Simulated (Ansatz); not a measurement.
Gas-phase electronic energies from Ansatz, PBE0-D4/def2-TZVP geometries. CCSD(T)/CBS is the MP2 limit (def2-TZVPP, def2-QZVPP) plus CCSD(T) − MP2 in def2-TZVPP, frozen cores. This one scheme is used for every species. DFT in def2-TZVPP. HSE06 is defined as in plane-wave codes. One conformer a species, not always the lowest.

Consider the hydrogenolysis of the Si–N bond: `CN[SiH2]O` + H₂ → `O[SiH3]` + CH₃NH₂.

| level | ΔE (kJ/mol) |
| --- | --- |
| r2SCAN0-D4 | 50.4 |
| revPBE | 36.9 |
| HSE06 | 41.4 |
| CCSD/def2-SVP | 34.2 |
| CCSD(T)/def2-SVP | 37.2 |
| HF/def2-TZVPP | 29.0 |
| MP2/def2-TZVPP | 55.5 |
| HF/def2-QZVPP | 29.5 |

Task: What does CCSD(T)/CBS give? (Estimate.)

Result: Computed: +50.7 kJ/mol. The listed levels differ from it by -0.3, -13.8, -9.3, -16.5, -13.5, -21.7, 4.8, -21.2 kJ/mol.

Largest T1 diagnostic among the species: 0.011.

The D4 term adds +10.6 kJ/mol with B3LYP and +5.8 kJ/mol with PBE0; it sums over pairs of atoms, weighted by their polarisabilities, and B3LYP, whose exchange is more repulsive, gets the larger term. In def2-TZVPP, CCSD(T) changes the Hartree–Fock value by +19.1 kJ/mol (the triples alone add +4.2 kJ/mol) and MP2 by +26.5 kJ/mol.

B3LYP here is the variant with VWN-RPA as its local correlation; programs differ in this.
